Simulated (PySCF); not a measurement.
[PbCl3(NH3)]− at several levels of theory

Computed with PySCF 2.14.0 (density fitting, no spin-orbit coupling) at the geometry relaxed with PBE0:

```xyz
8
[PbCl3(NH3)]− (singlet)
Pb   -1.2115   -0.3071    0.0784
Cl   -0.6018    2.0711    0.9924
Cl   -0.0673   -1.7841    1.8908
Cl    0.5927   -0.4169   -1.8188
N    -1.8133    1.9323   -2.1564
H    -1.4775    2.4582   -1.3438
H    -0.9856    1.4242   -2.4826
H    -2.0466    2.6142   -2.8771
```

```json
{"level": "PBE0", "basis": "Pb def2-SVP with ECP60, Cl def2-SVP, N def2-SVP, H def2-SVP", "state": "singlet", "HOMO (eV)": "-2.72", "gap (eV)": "6.17", "charge on Pb1 (e)": "0.58", "dipole about the centre of mass (D)": "4.89", "largest force component (eV/Å)": "0.03"}
{"level": "BLYP", "basis": "the same", "state": "singlet", "HOMO (eV)": "-1.28", "gap (eV)": "4.28", "charge on Pb1 (e)": "0.44", "dipole about the centre of mass (D)": "4.37", "largest force component (eV/Å)": "0.48"}
{"level": "PBE0", "basis": "Pb def2-TZVP with ECP60, Cl def2-TZVP, N def2-TZVP, H def2-TZVP", "state": "singlet", "HOMO (eV)": "-3.22", "gap (eV)": "6.12", "charge on Pb1 (e)": "0.77", "dipole about the centre of mass (D)": "5.30", "largest force component (eV/Å)": "0.32"}
```

Charges are Mulliken's, which hang on the basis. The relaxation used the grid (50, 194), these runs (75, 302) or, all-electron (x2c bases, spin-free X2C Hamiltonian), (99, 590).

Task: What does TPSS with Pb def2-SVP with ECP60, Cl def2-SVP, N def2-SVP, H def2-SVP give here?

Result: state singlet, HOMO (eV) -1.68, gap (eV) 4.57, charge on Pb1 (e) 0.52, dipole about the centre of mass (D) 4.71, largest force component (eV/Å) 0.34. Time: 8.9 s on 2 threads of Intel(R) Xeon(R) Platinum 8559C (Emerald Rapids) (shared host), from an already converged density.

In the first row's basis the gap widens with exact exchange: 4.3 to 4.6 eV for BLYP, TPSS (none); 6.2 eV for PBE0 (a fixed share).
